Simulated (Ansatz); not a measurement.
Basis-set extrapolation for C₄H₉Al (`C=[C](C)[AlH][CH3]`) (PBE0-D4/def2-TZVP geometry, frozen core, Ansatz). Multiplicity 1, RHF reference.

```tsv
	def2-TZVPP	def2-QZVPP
HF	-398.675144	-398.689543
MP2 correlation	-0.759797	-0.808112
CCSD(T) correlation	-0.847998	not run
```

Energies in hartree. Use E(X) = E(∞) + A·exp(−7.88·√X) for Hartree–Fock and E(X) = E(∞) + B·X^(−2.97) for correlation, with X = 3 and 4, and add CCSD(T) minus MP2 of the smaller set to the MP2 limit.

Question: What is the CCSD(T) energy at the basis-set limit?

Answer: HF limit: -398.689543 + (-0.014399) × 0.13774 = -398.69153. MP2 limit: -0.808112 + (-0.048315) × 0.74074 = -0.84390. Higher-order term: -0.847998 − (-0.759797) = -0.08820. Total: -399.62363 hartree, 63.1 kcal/mol below CCSD(T)/def2-TZVPP.
